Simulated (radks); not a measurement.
Exchange energies: the exact (Fock) value of the Kohn-Sham orbitals and density-functional approximations, as 100 (|E| - |E exact|)/|E exact|, negative where the magnitude is too small. Species: Al3+ [Ne]; Mn [Ar] 3d5 4s2; Re+ [Xe] 4f14 5d5 6s1. Calculated with a radial shooting solver on a logarithmic mesh with Libxc functionals: non-relativistic Kohn-Sham, exchange-only PBE, spin-polarised, spherical densities, point nucleus. Every spin shell is full or empty, so the densities are truly spherical. Functionals are evaluated on that one density, not self-consistently.

| functional | Al3+ | Mn | Re+ |
|---|---|---|---|
| exact (hartree) | -17.3929 | -50.8406 | -309.780 |
| LDA | -8.62 | -6.41 | -3.82 |
| PW86 | +0.51 | +0.51 | -0.26 |
| OPTX | +0.01 | +0.64 | +1.92 |
| G96 | +0.11 | +0.42 | +0.57 |
| TPSS | +0.30 | +0.27 | -0.31 |
| revTPSS | -0.31 | -0.47 | -0.81 |
| MS2 | +0.19 | -0.01 | -0.57 |
| Tao-Mo | -0.02 | -0.23 | -0.74 |
